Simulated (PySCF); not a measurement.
CH8FNSi2, SMILES NC[SiH2][SiH2]F.

Coordinates come from a B3LYP-D3(BJ)/def2-SVP optimisation. This is a generated structure with no PubChem entry under its InChIKey; it may be hypothetical. Other conformers were not sampled.

Calculation: SMD-M06-2X/6-31G* (PySCF).

Solvation free energies are E(SMD) − E(gas) at the gas-phase geometry, for 1 M in both phases. In vacuum the dipole moment is 1.92 D.

| solvent | ΔG(solv) (kcal/mol) | its non-electrostatic (CDS) part | dipole (D) |
|---|---|---|---|
| water | -2.2 | 4.3 | 2.36 |
| cyclohexanone | -4.2 | 1.7 | 2.31 |
| toluene | -2.5 | 0.5 | 2.10 |
